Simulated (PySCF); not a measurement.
SrH at PBE0

Level: PBE0. basis Sr x2c-SVPall, H x2c-SVPall; spin-free X2C with a Gaussian nucleus; PySCF 2.14.

For SrH, the state is ²Σ⁺ (doublet), unpaired electrons σ ↑ and the bond length is 2.105 Å. The harmonic wavenumber is 1214 cm⁻¹ and the force constant is 0.865 mdyn/Å. The rotational constant Be is 3.818 cm⁻¹. The anharmonicity ωexe is 18.0 cm⁻¹. The vibration–rotation constant αe is 0.0943 cm⁻¹ and the well depth De to Sr + H is 175 kJ/mol. The dissociation energy D0 is 168 kJ/mol, the bond order (Mayer) is 0.92 and the dipole moment (positive dipole means Sr(−)H(+)) is -3.12 D.

Spin–orbit coupling is left out. The state was picked by a PBE0 search and need not be the measured ground state.
